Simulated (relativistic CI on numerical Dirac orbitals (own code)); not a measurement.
## Ni³⁺ in a cubic cluster: 2p photoemission with charge transfer

Computed with a charge-transfer multiplet model of a cubic metal-ligand cluster with up to 2 ligand holes, Slater and spin-orbit integrals from Dirac-Coulomb-Breit ions, Slater integrals scaled by 0.8. The ground state mixes d7 with configurations of k ligand holes L, whose averages lie at kΔ + k(k − 1)U_dd/2; a core hole lowers each added d electron by U_cd. 300 K, Lorentzian 0.6 eV and Gaussian 0.8 eV FWHM.

Atomic integrals in eV (Slater integrals scaled, ζ unscaled), ground: F2dd 10.578, F4dd 6.603, zeta_d 0.089; with the core hole: F2dd 11.936, F4dd 7.492, zeta_d 0.124, zeta_core 11.400, F2cd 7.214, G1cd 5.576, G3cd 3.173.

Cluster parameters (eV): U_dd = 8, U_cd = 10.1, 10Dq = 1.2, 10Dq(ligand) = 0.9, V(eg) = 2.85, V(t2g) = -1.26, final-state hopping factor = 1.

```csv
Case,n_d,d7,d8L,d9L2,S
Δ = -2.7 eV,7.95,0.20,0.65,0.15,0.51
Δ = -1.7 eV,7.88,0.24,0.63,0.12,0.51
Δ = -0.7 eV,7.80,0.30,0.60,0.10,0.51
Δ = 0.3 eV,7.72,0.36,0.57,0.08,0.52
Δ = 1.3 eV,7.64,0.42,0.52,0.06,0.53
```

Weights, n_d and S are thermal averages at 300 K. Binding energies count from the first peak over 30 % of the highest in each spectrum, which can be another peak from case to case. The parameters are a model scan and need not match a compound or its usual spin state. Peaks in eV (height, largest 100):
- Δ = -2.7 eV: 0.0 (100), 4.6 (11), 10.2 (11), 12.7 (15), 17.7 (49), 19.7 (9), 27.9 (8), 29.8 (9)
- Δ = -1.7 eV: 0.0 (100), 4.7 (10), 9.9 (11), 12.3 (15), 17.7 (49), 19.8 (10), 27.6 (7), 29.4 (10)
- Δ = -0.7 eV: 0.0 (100), 4.9 (9), 9.6 (11), 12.0 (16), 17.7 (50), 27.5 (7), 29.1 (11)
- Δ = 0.3 eV: 0.0 (100), 5.1 (9), 9.6 (12), 11.8 (15), 17.8 (51), 19.8 (14), 27.4 (6), 29.0 (12)
- Δ = 1.3 eV: 0.0 (100), 5.2 (8), 9.6 (14), 11.7 (15), 17.8 (52), 28.9 (13)

Curve for Δ = 1.3 eV (points under 2 left out, the grid thinned):

(E (eV), Intensity): (-3.1, 2.1), (-2.3, 3.9), (-1.5, 10.4), (-0.8, 43.3), (0.0, 100.0), (0.8, 51.4), (1.6, 21.3), (2.4, 11.5), (3.1, 10.1), (3.9, 7.8), (4.7, 7.6), (5.5, 7.7), (6.3, 4.5), (7.0, 2.8), (7.8, 3.2), (8.6, 7.7), (9.4, 14.2), (10.2, 13.4), (10.9, 12.8), (11.7, 15.1), (12.5, 13.2), (13.3, 11.2), (14.1, 6.4), (14.8, 3.8), (15.6, 4.8), (16.4, 9.3), (17.2, 34.8), (17.9, 51.0), (18.7, 27.5), (19.5, 15.2), (20.3, 12.5), (21.1, 6.4), (21.8, 5.1), (22.6, 3.3), (26.1, 2.4), (26.9, 5.4), (27.7, 6.9), (28.4, 11.0), (29.2, 11.8), (30.0, 5.7), (30.8, 2.6), (35.7, 3.0), (36.4, 3.3), (37.2, 3.3), (38.0, 2.1)

For the case Δ = 0.3 eV, Δ = 0.3 eV is smaller than U_dd = 8 eV, the charge-transfer side of the Zaanen-Sawatzky-Allen scheme. With the core hole the configuration with one ligand hole lies at Δ − U_cd = -12.8, -11.8, -10.8, -9.8, -8.8 eV from the one without, in the order of the table; where this is negative the screened configuration lies lower.

With at most 2 ligand holes the space is cut while the next configuration still counts, so covalency is underestimated, and a final configuration with one more ligand hole, which can lie low, is missing from the spectra.
